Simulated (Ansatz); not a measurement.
A structure relaxed at PBE0-D4/def2-SVPD in Ansatz, charge -1, doublet:

Cartesian coordinates in Å:
```
Mg 1.191 0.825 1.506
Mg 1.620 -1.148 -0.652
Mg -1.190 -0.824 -1.507
Mg -1.620 1.148 0.652
O -0.377 1.729 1.893
O 0.377 -1.730 -1.892
O -2.464 0.283 -0.749
O 2.464 -0.284 0.750
```

Question: Give its formula and point group.

Answer: Mg₄O₄⁻. Point group D4h (tolerance 0.1 Å).

Question: Summarise the bond lengths by kind (pairs closer than 1.2 times the sum of covalent radii, bridged metal pairs left out).

Answer: 8 × Mg–O 1.85 Å.

The highest occupied level of the charge -1 doublet lies above zero (up to 0.08 eV). It is a level of α spin, whose loss leaves a singlet; that state wasn't run at this geometry and level. The electron is either unbound and held by the finite basis, or the level is raised by self-interaction error. The relaxation made no stability test and no search for a lower SCF solution. Another isomer (doublet) lies 0.29 eV lower at r2SCAN-D4/def2-TZVPD; other spin states weren't run for this one.
